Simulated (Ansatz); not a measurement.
`[CH3][Ga]([SH])[SH]` → `[CH3][GaH][S]S`  (isomerisation)

Calculated with Ansatz (gas phase, PBE0-D4/def2-TZVP geometries, no zero-point term in ΔE). CCSD(T)/CBS is the MP2 limit (def2-TZVPP, def2-QZVPP) plus CCSD(T) − MP2 in def2-TZVPP, frozen cores. DFT in def2-TZVPP. B3LYP here is the variant with VWN-RPA as its local correlation; programs differ in this. For Ga outer-core shells are correlated without core-valence functions, which leaves a few kJ/mol of doubt a bond. Scalar relativity is left out up to krypton. Each species was taken in one conformer, which may not be the lowest.

`[CH3][Ga]([SH])[SH]`:

Cartesian coordinates in Å:
```
C 1.270 0.475 -0.665
Ga -0.266 -0.284 0.277
S -0.072 -2.082 1.535
S -2.302 0.562 0.174
H 1.111 0.410 -1.744
H 1.389 1.527 -0.403
H 2.186 -0.061 -0.412
H -1.369 -2.114 1.883
H -1.946 1.566 -0.645
```

`[CH3][GaH][S]S`:

Cartesian coordinates in Å:
```
C 0.878 -0.750 -0.787
Ga 0.765 0.894 0.260
S -1.014 1.303 1.532
S -2.180 -0.391 1.299
H 1.808 -1.276 -0.559
H 0.888 -0.508 -1.852
H 0.032 -1.404 -0.576
H 1.809 2.059 0.355
H -2.987 0.073 0.328
```

```tsv
level	ΔE (kJ/mol)
PBE-D4	133.8
B3LYP-D4	138.4
B2PLYP	146.3
PBE	135.0
MP2/def2-TZVPP	156.3
MP2/def2-QZVPP	152.5
SCS-MP2/def2-QZVPP	149.3
CCSD/CBS(def2)	148.4
```

(1) What does CCSD(T)/CBS give? (An estimate is asked.)

Largest T1 diagnostic among the species: 0.013.

## Answers

(1) The calculation gave: +147.0 kJ/mol. The listed levels differ from it by -13.2, -8.6, -0.7, -12.0, 9.3, 5.5, 2.3, 1.4 kJ/mol.

From PBE to PBE0 (25 % exact exchange), in def2-TZVPP and without D4, ΔE moves by +7.5 kJ/mol.

CCSD(T)/CBS has its own doubt, a few kJ/mol and more with outer-core shells, so smaller differences from it don't rank the levels.
